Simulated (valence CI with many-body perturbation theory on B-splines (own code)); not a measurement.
Gd13+: magnetic and hyperfine properties of the levels

Computed by relativistic CI+MBPT: five valence electrons over a frozen Dirac-Fock core [Kr] 4d10, radial functions for each j: 7 s, 7 p, 7 d, 7 f, 4 g, 2 h, with the one-electron correlation potential Σ1, the two-electron term Σ2, the three-electron term Σ3, Breit, model QED; selected CI, second order for the rest, scaled by the run's own slope (own B-spline code, finite nucleus).

No measured levels were compared; by estimate terms of the open shell hold to a few per cent of their energy, and close levels can change places; configurations with another count of f electrons can be misplaced by thousands of cm⁻¹. Core correlation moves these levels by up to 46000 cm⁻¹, and in measured spectra 5 to 20 % of such shifts remained as error; rates that hang on mixing are uncertain with them. Among the levels kept, up to 740 cm⁻¹ of a level comes from second order outside the variational space, and about a tenth of that is noise between levels of different J, which matters for small intervals. The lowest computed level is not the ground level that NIST lists (6H°5/2, for many ions itself from theory).

A/g_I is the dipole constant over the nuclear g factor μ/I (μ in nuclear magnetons, uniformly magnetised nucleus), B/Q the quadrupole constant per barn. Both hold the static response of the core; the bare values leave it out. Large factors of s and p1/2 electrons are usually good to 5 to 10 %; those of open d and f shells near neutrality can be off by tens of per cent, and small factors of p3/2, d and f electrons come from cancelling terms and can be off by a factor of two or in sign, in half-filled shells by more. B is blank for J = 1/2, where it vanishes, and for nearly pure S terms. Energies count from the lowest level.

Names give the largest LS component (configuration and term), which can be under half, so a name can repeat, a term be missing and a line seem to break the LS rules; names also repeat where a configuration has a term twice. Letters in brackets count levels of one name in rising energy.

```
               Level  E (cm⁻¹)       g  A/g_I (MHz)  A/g_I bare  B/Q (MHz/b)  B/Q bare
     4f3 5s2 4I°_9/2       0.0   0.736         1430        1280          668       571
    4f3 5s2 4I°_11/2      4762   0.966         1090        1140          706       585
    4f3 5s2 4I°_13/2      9573   1.105          900        1070          800       648
    4f3 5s2 4I°_15/2     14355   1.195          784        1040          935       749
     4f3 5s2 4F°_3/2     20586   0.457         1660        1220         -457      -380
 4f3 5s2 2H°_9/2 [a]     22307   1.001         1130        1240         -683      -577
     4f3 5s2 4F°_5/2     23409   1.032          946        1040         -412      -349
     4f3 5s2 4S°_3/2     25512   1.905        -96.4         822        -89.0     -83.0
     4f3 5s2 4F°_7/2     25527   1.184          803        1050         -927      -791
     4f3 5s2 4F°_9/2     28656   1.223          752        1040         -737      -626
4f3 5s2 2H°_11/2 [a]     30388   1.101          859        1020         -179      -170
     4f3 5s2 4G°_5/2     31077   0.578         1550        1240         -160      -123
     4f3 5s2 2G°_7/2     31727   0.967         1070        1120         28.1      36.0
    4f3 5s2 2K°_13/2     34809   0.936         1110        1130         2390      2010
     4f3 5s2 4G°_7/2     35879   0.958          999        1010         -798      -674
     4f3 5s2 4G°_9/2     37170   1.150          837        1050          227       190
       4f4 5s 6I_7/2     37444   0.450       -12900      -12300         -656      -525
 4f3 5s2 2D°_3/2 [a]     38550   1.069          807         902         -236      -193
    4f3 5s2 2K°_15/2     39412   1.057          947        1070         2640      2190
       4f4 5s 6I_9/2     39471   0.830        -1420       -1330         -576      -472
     4f3 5s2 2G°_9/2     41123   1.132          785         957         -915      -765
    4f3 5s2 4G°_11/2     41582   1.249          729        1040        -30.4     -42.5
      4f4 5s 6I_11/2     41872   1.034         3660        3580         -568      -476
     4f3 5s2 2P°_1/2     42482   0.587         2400        2360                       
 4f3 5s2 2D°_5/2 [a]     44253   1.192          782        1030        -1170      -973
      4f4 5s 6I_13/2     44529   1.156         6180        6030         -601      -511
      4f4 5s 6I_15/2     47348   1.234         7540        7370         -664      -571
     4f3 5s2 2P°_3/2     50159   1.092          818         948         -343      -276
      4f4 5s 6I_17/2     50260   1.288         8350        8180         -750      -647
     4f3 5s2 4D°_3/2     51052   1.105         1060        1290          148       130
     4f3 5s2 4D°_5/2     51074   1.305          768        1160          767       642
    4f3 5s2 2I°_11/2     51998   0.959         1030        1050         1680      1390
     4f3 5s2 4D°_1/2     53122   0.074         2720        2100                       
    4f3 5s2 2L°_15/2     54041   0.952         1030        1040         3920      3280
    4f3 5s2 2I°_13/2     55569   1.073          945        1090         1550      1290
     4f3 5s2 4D°_7/2     56795   1.421          407         840         2080      1720
    4f3 5s2 2L°_17/2     57093   1.057          939        1060         4260      3550
       4f4 5s 4I_9/2     57967   0.740         6880        6310         -773      -626
       4f4 5s 6F_1/2     58495  -0.637       -40200      -38600                       
       4f4 5s 6F_3/2     58971   1.063         4140        4130        -23.6     -21.2
```

Q: Take the isotope of mass number 155, with I = 3/2, μ = -0.2591 μN and Q = 1.27 b. What is the hyperfine structure of 4f3 5s2 4I°_11/2?

A: From the table A = -189 MHz, B = 897 MHz. Shifts from the centre of gravity in MHz: F = 4: 2210, F = 5: 698, F = 6: -583, F = 7: -1340.
